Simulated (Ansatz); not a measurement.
The cluster Cu3H4, relaxed as a doublet with UKS PBE-D4/def2-SVP in Ansatz, starting from the GFN1-xTB geometry. Force threshold 0.02 eV/Å.

The relaxation made no stability test and no search for a lower SCF solution. No other spin state of charge 0 was run. The structure comes from a short search, and lower isomers may exist.

Start:

```xyz
7

Cu   -1.5618   -0.3402   -0.1145
Cu    0.4562   -1.5341    0.0338
Cu    0.5362    0.9022   -0.0100
H    -1.1155    1.1461   -0.3236
H    -1.1261   -1.8831    0.1292
H     1.5704   -0.4426   -0.1035
H     1.2405    2.1516    0.3887
```

| step | energy (eV) | largest force component (eV/Å) | SCF passes |
| --- | --- | --- | --- |
| 1 | -133947.4455 | 0.705 | 22 |
| 2 | -133947.5256 | 0.456 | 24 |
| 3 | -133947.5652 | 0.168 | 29 |
| 4 | -133947.5762 | 0.083 | 25 |
| 5 | -133947.5766 | 0.078 | 26 |
| 6 | -133947.5772 | 0.067 | 26 |
| 7 | -133947.5780 | 0.055 | 26 |
| 8 | -133947.5790 | 0.045 | 26 |
| 9 | -133947.5804 | 0.033 | 25 |
| 10 | -133947.5820 | 0.038 | 25 |
| 11 | -133947.5927 | 0.227 | 33 |
| 12 | -133947.5959 | 0.160 | 26 |
| 13 | -133947.6035 | 0.038 | 27 |
| 14 | -133947.6041 | 0.027 | 26 |
| 15 | -133947.6042 | 0.009 | 25 |

Force components are those of the run's own axes.

End:

Cartesian coordinates in Å:
```
Cu -1.5106 -0.2769 -0.1054
Cu 0.3905 -1.5603 0.0268
Cu 0.6959 0.8311 0.0489
H -0.9402 1.2383 -0.0664
H -1.2178 -1.9547 -0.0855
H 1.6993 -0.6405 0.1179
H 0.8829 2.3629 0.0637
```

By distances, no bond broke or formed. The bond that changes most is Cu3–H6, from 1.70 to 1.78 Å (atoms count from 1). A close non-bonded pair moves further: H4–H7, from 2.66 to 2.15 Å. The end is the same structure that another start reached, the lowest one found.

No frequencies were taken in this run, so the end may be a saddle point.

It took 29 s on 4 threads of Arm Neoverse V1 on a shared host.
